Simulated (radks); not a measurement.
All-electron atom: Ir4+ in [Kr] 4d10 4f14 5s1.5 5p6 5d5 6s0.5 (fractional occupations, a model configuration).

All-electron calculation, Dirac Kohn-Sham, PBE, spin-unpolarised, spherical densities, finite nucleus; open shells fill j = l - 1/2 first; Fermi nuclear charge, rms radius 5.4032 fm. Program: a radial shooting solver on a logarithmic mesh with Libxc functionals.

Energy parts (eV):
part                       energy
total                  -485697.06
kinetic                 553170.77
electron-nucleus      -1215037.57
Hartree                 185615.94
exchange-correlation     -9446.19

Orbitals (lengths in bohr, moments of r in powers of bohr):
[
 {"orbital": "1s1/2", "occ.": "2", "eigenvalue (eV)": "-76035.07", "<r^4>": "4.815e-07", "<r^2>": "0.0004197"},
 {"orbital": "2s1/2", "occ.": "2", "eigenvalue (eV)": "-13334.52", "<r^4>": "0.00007087", "<r^2>": "0.006361"},
 {"orbital": "2p1/2", "occ.": "2", "eigenvalue (eV)": "-12779.12", "<r^4>": "0.00004232", "<r^2>": "0.004517"},
 {"orbital": "2p3/2", "occ.": "4", "eigenvalue (eV)": "-11151.61", "<r^4>": "0.00006393", "<r^2>": "0.005710"},
 {"orbital": "3s1/2", "occ.": "2", "eigenvalue (eV)": "-3157.933", "<r^4>": "0.002592", "<r^2>": "0.04139"},
 {"orbital": "3p1/2", "occ.": "2", "eigenvalue (eV)": "-2908.296", "<r^4>": "0.002270", "<r^2>": "0.03783"},
 {"orbital": "3p3/2", "occ.": "4", "eigenvalue (eV)": "-2551.927", "<r^4>": "0.003079", "<r^2>": "0.04431"},
 {"orbital": "3d3/2", "occ.": "4", "eigenvalue (eV)": "-2133.841", "<r^4>": "0.002061", "<r^2>": "0.03413"},
 {"orbital": "3d5/2", "occ.": "6", "eigenvalue (eV)": "-2056.821", "<r^4>": "0.002260", "<r^2>": "0.03590"},
 {"orbital": "4s1/2", "occ.": "2", "eigenvalue (eV)": "-713.9702", "<r^4>": "0.05934", "<r^2>": "0.2024"},
 {"orbital": "4p1/2", "occ.": "2", "eigenvalue (eV)": "-608.4747", "<r^4>": "0.06391", "<r^2>": "0.2073"},
 {"orbital": "4p3/2", "occ.": "4", "eigenvalue (eV)": "-524.1853", "<r^4>": "0.08624", "<r^2>": "0.2410"},
 {"orbital": "4d3/2", "occ.": "4", "eigenvalue (eV)": "-350.9457", "<r^4>": "0.1060", "<r^2>": "0.2576"},
 {"orbital": "4d5/2", "occ.": "6", "eigenvalue (eV)": "-335.2914", "<r^4>": "0.1162", "<r^2>": "0.2698"},
 {"orbital": "4f5/2", "occ.": "6", "eigenvalue (eV)": "-114.8766", "<r^4>": "0.2460", "<r^2>": "0.3418"},
 {"orbital": "4f7/2", "occ.": "8", "eigenvalue (eV)": "-111.7430", "<r^4>": "0.2609", "<r^2>": "0.3517"},
 {"orbital": "5s1/2", "occ.": "1.5", "eigenvalue (eV)": "-147.4840", "<r^4>": "1.602", "<r^2>": "1.053"},
 {"orbital": "5p1/2", "occ.": "2", "eigenvalue (eV)": "-113.8484", "<r^4>": "2.260", "<r^2>": "1.235"},
 {"orbital": "5p3/2", "occ.": "4", "eigenvalue (eV)": "-99.6491", "<r^4>": "3.129", "<r^2>": "1.452"},
 {"orbital": "5d3/2", "occ.": "4", "eigenvalue (eV)": "-53.4387", "<r^4>": "8.993", "<r^2>": "2.368"},
 {"orbital": "5d5/2", "occ.": "1", "eigenvalue (eV)": "-51.7800", "<r^4>": "9.932", "<r^2>": "2.490"},
 {"orbital": "6s1/2", "occ.": "0.5", "eigenvalue (eV)": "-43.1426", "<r^4>": "44.27", "<r^2>": "5.605"}
]

The highest occupied level is 6s1/2 at -43.143 eV. The density falls to 0.001 e/bohr^3 at r = 3.33 bohr. Summed over all electrons, <r^2> = 34.65 bohr^2, which gives a Langevin (diamagnetic) susceptibility term of -27.4 x 10^-6 cm^3/mol. The electron density at the nucleus is 1.82e+06 e/bohr^3.
